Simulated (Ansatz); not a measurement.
```yaml
crystal:
  periodic: [false, false, false]
  atoms:
    - {symbol: Si, position_ang: [0.562260, -0.153430, -0.251814]}
    - {symbol: Te, position_ang: [0.546132, 1.973634, 0.817240]}
    - {symbol: Te, position_ang: [-1.108392, -1.820204, -0.565426]}
basis:
  gaussian: {orbitals: def2-mTZVPP}
total_charge: -2
hamiltonian: {xc: {name: PBE0}}
scf: {omitted_lower_state_checks: [starts]}
output: {forces: true}
```

```sh
$ ansatz run in.yaml --threads 4 --pin off --events-out ev --progress --plain --max-ram 3916MiB
```

It prints (some lines left out):

```
Functional definition: PBE0
1080 factors; integrals over basis functions are off by at most 1.9e-4 eV
mean field evaluation 1: about -22459.7932 eV, gradient 2.7e1 eV
mean field evaluation 2: about -22456.1993 eV, gradient 4.1e1 eV
mean field evaluation 4: about -22462.0726 eV, gradient 1.4e0 eV
mean field evaluation 8: about -22462.0870 eV, gradient 1.5e-2 eV
mean field evaluation 16: about -22462.0870 eV, gradient 6.3e-6 eV
mean field -22462.08698659 eV, -825.4664714079 hartree, gradient 6.3e-6 eV, S^2 0.000000; 0 other end points of the search recorded, 0 dependent functions left out
reference -22462.08700530 eV, -825.4664720955 hartree; 32, 32 occupied and 67, 67 virtual orbitals, 1080 factors
Total energy: -22462.08700530 eV, -825.4664720955 hartree
Atom 0 at     0.562260    -0.153430    -0.251814 Å, force     2.298046    -0.627167    -1.029241 eV/Å
Atom 1 at     0.546132     1.973634     0.817240 Å, force    -0.588871     1.598053     0.982751 eV/Å
Atom 2 at    -1.108392    -1.820204    -0.565426 Å, force    -1.709174    -0.970886     0.046490 eV/Å
Dipole moment:    -0.126976     0.034658     0.056872 e Å
Checks for a lower state left out: starts
```

It took 1.6 s on 4 threads of Arm Neoverse V2 on a shared host.

In the def2 sets Te takes a core potential; there is no spin–orbit coupling. A multiply charged anion in the gas phase is held together partly by the finite basis. The highest occupied level of an anion often lies above zero with these methods, and sets without diffuse functions describe the outer electron poorly.

The dipole of an ion depends on the origin.
